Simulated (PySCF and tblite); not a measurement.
Results of a calculation; reference values are marked as such.
System: C₆H₅NO₂, numbered as in [CH2:1]=[CH:2][c:3]1[cH:4][c:5](=[O:6])[o:7][cH:8][n:9]1.

Geometries: GFN2-xTB; energies: PBE0/pcSseg-1 + D3(BJ); zero-point and thermal terms from GFN2-xTB harmonic modes (soft modes blended into free rotors). Rates follow Eyring's equation with the number of equivalent paths and no tunnelling. Run with tblite and PySCF.

Problem. What barrier does the rotation about the C3–C2 bond (torsion C4–C3–C2–C1 from 180° to 360°, rising) meet, and how fast is it at 298 K?

Solution. The electronic barrier is 8.2 kcal/mol and ΔG‡(298 K) 8.1 kcal/mol, over a C1 saddle with an imaginary mode of 117i cm⁻¹ (GFN2-xTB). With 2 equivalent paths, k is 1.4×10⁷ s⁻¹, a mean lifetime of the start of 72 ns against this motion. The end lies 2.6 kcal/mol above the start in free energy.
